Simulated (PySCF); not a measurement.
Gas-phase reaction: 3 MoF6 + O3 ⇌ 3 MoOF4 + 6 F

Energies from PySCF, thermal terms from the rigid-rotor harmonic-oscillator model, ideal gas at 1 bar. † marks an energy on the PBE0/def2-TZVP geometry and frequencies; other levels use their own. Open shells (unrestricted): F (multiplicity 2, electronic degeneracy 6); the rest are closed-shell singlets. Spin-orbit splitting is ignored; it lowers the true energy and changes the entropy of F. B3LYP is the form with VWN-RPA correlation. Mo: scalar-relativistic def2 core potential, no spin-orbit coupling. The harmonic model lacks anharmonicity and excited electronic states, which grow with temperature; levels with a mode under 35 cm⁻¹ are left out. Strong static correlation: O3. Soft modes under 120 cm⁻¹ make the harmonic entropy rough for MoF6, MoOF4.

```csv
level,"ΔE electronic, kJ","ΔH°(298 K), kJ","ΔS°(298 K), J/K","ΔG°(2000 K), kJ"
B3LYP/def2-TZVP†,1134,1117,682,-259
HF/def2-TZVP†,66,49,682,-1327
PBE/def2-SVP,1525,1510,684,132
r2SCAN/def2-TZVP†,1265,1248,682,-128
LDA/def2-TZVP†,1876,1859,682,483
ωB97M-V/def2-TZVP†,1127,1110,682,-266
```
ΔH° is lowest at HF/def2-TZVP† and highest at LDA/def2-TZVP†. No reference value is set beside these.
